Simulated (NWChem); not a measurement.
# C2H7FSi2; SMILES F/C([SiH3])=C\[SiH3]

```xyz
12

F      1.4589    -0.2199     0.0000
C      0.1139    -0.4664     0.0000
Si    -0.2951    -2.3192     0.0000
C     -0.7370     0.5791     0.0000
Si    -0.1493     2.3699     0.0000
H      0.2957    -2.9639     1.2216
H     -1.7884    -2.4703     0.0000
H      0.2957    -2.9639    -1.2216
H     -1.8132     0.3407     0.0000
H      0.6796     2.6643     1.2197
H      0.6796     2.6643    -1.2197
H     -1.3534     3.2692     0.0000
```
Atoms are numbered in this order, from 1.

Computed with NWChem. Pople sets run with spherical d functions. Structure relaxed at the PBE-D3(BJ)/def2-SVP level. Static field.

For level B3LYP/6-31+G*:

| Item | Value |
|---|---|
| isotropic polarisability (bohr³) | 78.0 |

Problem. What are these values for level B3LYP/def2-SVP?

Solution. isotropic polarisability (bohr³): 74.1
